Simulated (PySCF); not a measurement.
# Reading the logs of faulty runs: CGe2H8O

These are calculations, not measurements. They come from PySCF 2.14.0, an open-source quantum chemistry program, on an isolated molecule that a program drew, which may never have been made. The molecule is CGe2H8O (charge 0, singlet), drawn as the SMILES string `[CH3][GeH2][O][GeH3]`.

Each row is a Hartree-Fock (HF) and frozen-core CCSD(T) single point in the cc-pVDZ basis, meant for a local HF minimum. Run 1 is clean. Each other run has one planted mistake out of seven kinds, and not every kind appears here: one electron removed, one electron added, multiplicity raised by two, geometry at a saddle point, minimal basis STO-3G, one bond length entered in bohr, all coordinates scaled. The reference is restricted for singlets and unrestricted otherwise, and also for a bond in bohr. Adding or removing an electron swaps singlet and doublet. Electrons count all cores. HOMO and LUMO are orbital energies over both spins, the gradient is its largest component, and the lowest frequency (negative if imaginary) is given only where the gradient is small. Bond lengths are over the 11 bonds as drawn. T1 is the CCSD diagnostic: over 0.02 (restricted) or 0.045 (unrestricted) a single reference is doubtful. Germanium has the cc-pVDZ-PP basis, with a core potential (ECP10MDF) in place of its 10 inner electrons, and its 3s, 3p and 3d shells are frozen in CCSD(T).

Geometry of the clean run:
```xyz
12
CGe2H8O, angstrom
C     0.5063    1.1247    1.1410
Ge   -0.0561   -0.2656   -0.0980
O    -1.2797    0.4611   -1.1585
Ge   -2.2933   -0.0370   -2.5174
H     0.9236    1.9676    0.5880
H    -0.3502    1.4744    1.7195
H     1.2644    0.7413    1.8275
H     1.1059   -0.7657   -0.9701
H    -0.6918   -1.4617    0.6273
H    -1.4009   -0.4938   -3.6772
H    -3.1210    1.1819   -2.9178
H    -3.2017   -1.1913   -2.0784
```

| run | electrons | basis functions | <S^2> | HOMO (eV) | LUMO (eV) | gradient (hartree/bohr) | lowest frequency (cm^-1) | mean bond (Å) | longest bond (Å) | T1 | HF (hartree) | CCSD(T) (hartree) | mistake |
|---|---|---|---|---|---|---|---|---|---|---|---|---|---|
| 1 | 86 | 114 | 0.000 | -11.43 | 3.61 | 9.6e-06 | 28 | 1.4934 | 1.945 | 0.0118 | -704.17586 | -704.77804 | no fault |
| 2 | 86 | 114 | 0.000 | -11.56 | 3.81 | 3.2e-02 | - | 1.4322 | 1.866 | 0.0108 | -704.15438 | -704.74720 | all coordinates scaled |
| 3 | 86 | 114 | 0.839 | -8.54 | 1.84 | 7.5e-03 | - | 1.6177 | 2.904 | 0.0384 | -704.07166 | -704.66376 | one bond length entered in bohr |
| 4 | 86 | 114 | 2.009 | -3.27 | -0.24 | 1.0e-01 | - | 1.4934 | 1.945 | 0.0310 | -703.94636 | -704.53395 | multiplicity raised by two |
| 5 | 85 | 114 | 0.775 | -15.86 | -8.87 | 8.2e-02 | - | 1.4934 | 1.945 | 0.0943 | -703.80206 | -704.40367 | ? |

**Which mistake was planted in run 5, and what did it cost?**

It counts 85 electrons, one fewer than the clean run, at the same geometry and basis. So the mistake is: one electron removed. Subtracting run 1 and multiplying by 627.51 kcal/mol a hartree, the energy moved by 234.6 kcal/mol in HF and 234.9 kcal/mol in CCSD(T).

Cautions from the logs. Run 5: T1 is over the limit, so its CCSD(T) energy is less reliable.
